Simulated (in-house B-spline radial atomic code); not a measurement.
A fraction x of an electron is removed from 4f in the praseodymium ion Pr³⁺, starting from [Xe] 4f2 and keeping the highest spin. Method: scalar-relativistic (X2C) LDA VWN5, spin-polarised, spherical fractional occupations, Fermi nucleus of rms radius 4.8919 fm. Calculated with an all-electron radial atomic-structure program (B-spline basis).

```csv
x,E(x) - E(0) (eV),4f up level (eV)
0,0.0000,-30.767
0.1,3.1640,-32.518
0.22,7.1938,-34.651
0.28,9.3052,-35.731
0.41,14.1038,-38.100
0.5,17.6075,-39.764
0.55,19.6190,-40.696
0.72,26.8093,-43.906
0.79,29.9296,-45.247
0.97,38.3876,-48.743
1,39.8587,-49.332
```

The exact functional would give a straight line between the two integer points. Deviations E(x) - E(0) - x[E(1) - E(0)], in eV: -0.822 at x = 0.1, -1.575 at x = 0.22, -1.855 at x = 0.28, -2.238 at x = 0.41, -2.322 at x = 0.5, -2.303 at x = 0.55, -1.889 at x = 0.72, -1.559 at x = 0.79, -0.275 at x = 0.97.

The curve lies below the straight line by up to 2.322 eV (at x = 0.5): convex, the delocalisation error that favours fractional charges.

Task: How well does Slater's transition state (minus the level at half occupation) give the ionisation energy?

Result: It gives 39.764 eV against 39.859 eV from the two total energies; NIST lists 38.98 eV, ground level to ground level.
